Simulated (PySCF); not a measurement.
Sn(H)2(Et)(OMe), SMILES C[CH2][SnH2][O]C, singlet (GFN2-xTB optimised geometry):

```
15

Sn     0.182     0.321     0.000
C     -0.845    -0.981     1.403
C     -0.700    -0.573     2.855
O     -0.424    -0.451    -1.739
C     -0.058    -0.004    -3.010
H      1.893     0.321     0.000
H     -0.219     1.984     0.000
H     -1.893    -0.984     1.105
H     -0.450    -1.984     1.243
H     -1.099     0.423     3.028
H      0.341    -0.577     3.165
H     -1.246    -1.273     3.486
H      1.019    -0.080    -3.178
H     -0.362     1.030    -3.187
H     -0.570    -0.647    -3.728
```

Computed with PBE0/def2-TZVP, def2 effective core potentials past Kr (PySCF).

Q: What are the frontier orbital energies and the dipole moment?

A: HOMO-2 -8.09 eV, HOMO-1 -7.68 eV, HOMO -7.15 eV, LUMO -0.22 eV, LUMO+1 0.24 eV; dipole moment 1.60 D.
